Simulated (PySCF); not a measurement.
**Fractional electron number in Tm²⁺ (thulium, charge +2)**

The 4f beta orbital of [Xe] 4f13 is emptied in steps (occupation f), with all orbitals relaxed, ending at [Xe] 4f12. Computed with PySCF 2.14 in def2-SVP with the def2 core potential (28 electrons) (10s7p4d3f1g, 81 functions), with a scalar-relativistic core potential. The exact energy is a straight line in f; departures are measured from the line between the end points of the same method.

```tsv
f	UHF (eV)
1	0.000
0.75	1.296
0.5	1.662
0.25	1.197
0	0.000
```

For UHF, how does the orbital energy at f = 1 compare with the removal energy?

−ε = 26.715 eV against a total-energy difference of 19.544 eV. By Janak's theorem ε = ∂E/∂f, so the gap between them reflects the curvature. Along the path −ε is 22.805 (f = 0.75), 19.281 (f = 0.5), 16.160 (f = 0.25) eV.

Reference removal energy between the ground levels: 23.66 ± 0.03 eV (semi-empirical (NIST evaluation); NIST Atomic Spectra Database, ionization energies). The calculation has no spin-orbit coupling. The determinant left behind need not be the lowest term of the ion. UHF lacks correlation.
